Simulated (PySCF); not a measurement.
## Exercise with solution: oscillator strength and radiative lifetime

AlFHI, SMILES [F][AlH][I].

Geometry optimised at B3LYP-D3(BJ)/def2-TZVP. The def2 effective core potentials stand for the cores of I; spin–orbit coupling is left out.

TDA-CAM-B3LYP/def2-SVPD (PySCF) puts the first singlet state with f over 0.02 at 5.91 eV (vertical), with the transition dipole (0.449, -0.197, 0.000) in atomic units.

**Question.** Find the oscillator strength, the wavelength and the radiative lifetime that this transition would have in vacuum if emission retraced absorption.

**Answer.** 
|μ|² = 0.2404 au, so |μ| = 1.25 D. ΔE = 5.91/27.211 = 0.2172 hartree. f = (2/3) ΔE |μ|² = 0.035 (the program prints 0.035).
λ = 1239.84/5.91 = 210 nm; ν = 47667 cm⁻¹.
Einstein's coefficient A = 0.6670 ν² f s⁻¹ (ν in cm⁻¹) = 5.3e7 s⁻¹, so τ = 1/A = 19 ns. This state is S2; the lower singlet has f = 0.000. The figure is the radiative limit of this one transition; relaxation, internal conversion, crossing to triplets and a medium change what is measured.
